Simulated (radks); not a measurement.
Nd IV, 57 electrons, occupied as [Xe] 4f1 6s2 (not the ground configuration). Method: scalar-relativistic Kohn-Sham, r2SCAN, spin-polarised, spherical densities, finite nucleus; open shells are filled with parallel spins first (spin-orbit coupling, left out, can overturn this in heavy ions); meta-GGA in the generalised Kohn-Sham scheme; Fermi nuclear charge, rms radius 4.9123 fm; computed with a radial shooting solver on a logarithmic mesh with Libxc functionals.

Normalised radial functions P(r) = r R(r), r in bohr:

r,5s down,6s down
0.002364,0.0789,0.0353
0.00273,0.0876,0.0392
0.003178,0.0973,0.0436
0.00367,0.1071,0.0479
0.004273,0.1177,0.0527
0.004934,0.1278,0.0572
0.005745,0.1381,0.0618
0.006634,0.1472,0.0659
0.007723,0.1553,0.0695
0.00892,0.1609,0.0720
0.01038,0.1635,0.0732
0.01199,0.1618,0.0724
0.01396,0.1544,0.0691
0.01612,0.1407,0.0630
0.01877,0.1180,0.0528
0.02185,0.0858,0.0383
0.02524,0.0460,0.0205
0.02938,-0.0052,-0.0024
0.03393,-0.0606,-0.0272
0.0395,-0.1227,-0.0550
0.04562,-0.1794,-0.0804
0.0531,-0.2291,-0.1026
0.06133,-0.2575,-0.1152
0.0714,-0.2576,-0.1151
0.08245,-0.2215,-0.0988
0.09599,-0.1414,-0.0627
0.1109,-0.0294,-0.0124
0.1291,0.1126,0.0512
0.149,0.2455,0.1106
0.1735,0.3498,0.1567
0.2004,0.3816,0.1698
0.2333,0.3187,0.1399
0.2694,0.1643,0.0689
0.3136,-0.0717,-0.0381
0.3622,-0.3116,-0.1448
0.4217,-0.5052,-0.2271
0.4909,-0.5635,-0.2438
0.5669,-0.4545,-0.1821
0.66,-0.1761,-0.0434
0.7622,0.1829,0.1241
0.8874,0.5691,0.2855
1.025,0.8571,0.3735
1.193,1.0128,0.3581
1.378,1.0028,0.2329
1.604,0.8568,0.0089
1.852,0.6475,-0.2396
2.157,0.4189,-0.4799
2.491,0.2409,-0.6401
2.899,0.1160,-0.6981
3.348,0.0509,-0.6441
3.898,0.0178,-0.5047
4.502,0.0054,-0.3429
5.241,0.0012,-0.1912
6.053,0.0002,-0.0916
7.046,0.0000,-0.0341
8.138,0.0000,-0.0108
9.473,0.0000,-0.0024

5s down: eigenvalue -82.088 eV, 4 radial nodes at r = 0.0290, 0.115, 0.300, 0.710 bohr, <r> = 1.38 bohr, 90 % of the charge inside 1.96 bohr. 6s down: eigenvalue -25.632 eV, 5 radial nodes at r = 0.0289, 0.114, 0.298, 0.686, 1.61 bohr, <r> = 3.07 bohr, 90 % of the charge inside 4.30 bohr.
